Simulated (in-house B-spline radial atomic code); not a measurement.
Multiplet parameters of the 5p2 shell in Te III (Te2+) ([Kr] 4d10 5s2 5p2). Computed with a B-spline radial code for spherical atoms: non-relativistic Hartree-Fock, average of configuration, point nucleus.

Slater integrals: F^2 = 45127 cm⁻¹. Central-field spin-orbit parameter ζ(5p) = 4600 cm⁻¹ (bare central field on non-relativistic orbitals, without two-electron terms: too large for light atoms, too small for heavy ones).

With F₂ = F^2/25 = 1805 cm⁻¹:

Problem. Where do the terms lie in LS coupling, without spin-orbit interaction?

Solution. In cm⁻¹ above the Hund's-rule term:
| term | expression | energy |
| --- | --- | --- |
| 3P | 0 F₂ | 0 |
| 1D | 6 F₂ | 10830 |
| 1S | 15 F₂ | 27076 |

Problem. How far can these numbers be trusted?

Solution. Fits to spectra need these integrals scaled down, since correlation screens the repulsion. Here ζ is 2.55 times F₂, so the coupling is intermediate: spin-orbit interaction mixes the terms, and LS labels name only the largest part.
